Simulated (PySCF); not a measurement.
Several molecules and their computed UV-vis stick spectra, shuffled. Computed, not measured: TDDFT PBE0/def2-SVPD, vertical, gas phase, core orbitals frozen in the response in PySCF. Geometries: PBE0-D3(BJ)/def2-SVP; one conformer of each isolated species. Triplets are in the Tamm–Dancoff approximation. Relativistic effects are left out although some hold elements past zinc.

A. `ClC(Cl)(Cl)/C=C\Cl`
B. `CCCC[N](C)[GeH3]`
C. `Cc1cnncc1C1CC1`
D. `N(=C=O)C=C`
E. `C=C[SiH2][CH2][GeH2][F]`

Lowest singlet levels (six at most, fewer where fewer were computed) with oscillator strengths:

1. 218 nm (f 0.158); 212 nm (f 0.000); 210 nm (f 0.000); 209 nm (f 0.071); 198 nm (f 0.000); 195 nm (f 0.016)
2. 228 nm (f 0.011); 222 nm (f 0.028); 201 nm (f 0.007); 198 nm (f 0.006); 192 nm (f 0.008); 186 nm (f 0.040); T1 5.16 eV
3. 204 nm (f 0.339); 203 nm (f 0.001); 196 nm (f 0.000); 182 nm (f 0.018); 164 nm (f 0.007); 161 nm (f 0.007)
4. 348 nm (f 0.004); 302 nm (f 0.000); 224 nm (f 0.020); 218 nm (f 0.014); 208 nm (f 0.108); 200 nm (f 0.001); T1 2.78 eV
5. 189 nm (f 0.003); 182 nm (f 0.021); 179 nm (f 0.349); 173 nm (f 0.053); 169 nm (f 0.041); 165 nm (f 0.032); T1 4.17 eV

Problem. Match each spectrum to its molecule.

Solution. 1 = A, 2 = B, 3 = D, 4 = C, 5 = E.
- A: S1 at 5.69 eV, HOMO→LUMO (83%), HOMO-1→LUMO (10%); Löwdin shares by element: HOMO carbon 53% or more, chlorine 35% or more; LUMO carbon 62%, chlorine 10% or more (atoms not listed hold the other 28%); HOMO -8.08 and LUMO -1.69 eV; point group Cs, 3 of its 6 listed states under f = 0.0005.
- B: S1 at 5.43 eV, HOMO→LUMO (60%), HOMO→LUMO+1 (39%); Löwdin shares by element: HOMO nitrogen 55%, carbon 18% or more, germanium 7% (atoms not listed hold the other 20%); LUMO germanium 37%, hydrogen 26% or more (atoms not listed hold the other 37%); HOMO -6.13 and LUMO 0.39 eV.
- C: S1 at 3.57 eV, HOMO→LUMO (99%); Löwdin shares by element: HOMO nitrogen 77%, carbon 16% or more; LUMO nitrogen 39%, carbon 35% or more (atoms not listed hold the other 26%); HOMO -6.50 and LUMO -1.27 eV.
- D: S1 at 6.09 eV, HOMO→LUMO (90%); Löwdin shares by element: HOMO carbon 54% or more, nitrogen 20%, oxygen 12%; LUMO carbon 67%, nitrogen 11% (atoms not listed hold the other 22%); HOMO -7.38 and LUMO -0.84 eV; point group Cs, 1 of its 6 listed states under f = 0.0005.
- E: S1 at 6.56 eV, HOMO-1→LUMO (57%), HOMO-2→LUMO (38%); Löwdin shares by element: HOMO carbon 77%, silicon 7% (atoms not listed hold the other 16%); LUMO carbon 64% or more, silicon 9%, hydrogen 5% or more (atoms not listed hold the other 22%); HOMO -7.90 and LUMO -0.52 eV.
